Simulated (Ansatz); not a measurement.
`C[N]=[Mo]([OH])([F])([F])[F]`, charge 0, multiplicity 1.

Q: Give a relaxed structure at PBE0-D4/def2-TZVP (the Gaussian-basis code of Ansatz). (An estimate is asked.)

A: Computed: 
```xyz
11

C    -1.0228    1.2327   -1.0142
N    -0.3300    0.2609   -0.2558
Mo    0.3731   -0.9873    0.6164
O     2.0643   -0.3829    1.1180
F    -0.8635   -2.3896    0.6679
F    -0.2391   -0.6514    2.3477
F     1.1616   -2.0025   -0.7384
H    -0.4864    2.1849   -0.9795
H    -2.0270    1.3742   -0.6053
H    -1.1009    0.9035   -2.0542
H     2.4707    0.4575    0.8974
```
This is one stationary point; other conformers may exist.
